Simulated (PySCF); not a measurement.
Geometry:
```
atom   x (Å)   y (Å)   z (Å)
  N1  -1.468  -1.521  -1.945
  C2  -1.272  -0.500  -1.252
  C3  -0.144   0.439  -1.565
  C4   0.823   0.426  -0.480
  C5   1.606   0.391   0.434
 Si6   2.832   0.338   1.818
  C7  -2.087  -0.099  -0.021
  F8  -3.157  -0.915   0.139
  F9  -2.575   1.160  -0.150
 H10  -2.248  -2.112  -1.667
 H11   0.333   0.116  -2.492
 H12  -0.536   1.454  -1.687
 H13   2.128  -0.157   3.004
 H14   3.330   1.697   2.032
 H15   3.911  -0.573   1.433
 H16  -1.483  -0.136   0.900
```

- σ from GIAO-PBE0/pcSseg-1
- GFN2-xTB geometry
- code: PySCF
- gas phase, a single conformation, relativity neglected, averaged over atoms made equivalent by symmetry, fast rotation or ring inversion

Shifts are taken against calculated references (same method and geometry level): TMS for 13C.

**Question.** Do the 13C shifts follow the atomic charges (in e)? Tabulate both.

**Answer.** 
```csv
atoms,hybridisation,δ (ppm),σ para (ppm),Hirshfeld,IAO,Mulliken,ESP-fitted
C2,sp2,171.4,-240,+0.08,+0.16,-0.14,+0.43
C7,sp3,115.3,-176,+0.14,+0.41,+0.61,+0.37
C4,sp,112.2,-199,-0.03,-0.02,+0.04,+0.05
C5,sp,84.9,-157,-0.17,-0.36,-0.49,-0.35
C3,sp3,30.4,-91,-0.06,-0.30,-0.06,-0.29
```

Correlation coefficients of δ with charge over these carbons: Hirshfeld +0.57, IAO +0.68, Mulliken +0.14, ESP-fitted +0.83; with the paramagnetic shielding -0.98. With so few points, grouped by hybridisation, these coefficients are fragile. Charge is one influence among several: hybridisation and low-lying excitations act through the paramagnetic term.

Shifts are as computed. Against solution values, carbons near 30 ppm lie about +3 ppm off and those near 130 ppm about +5 ppm. Of 1211 compounds with measured shifts, 218 miss one by over three times the rms of a fit or turn the order of signals round; such compounds aren't used in these exercises.
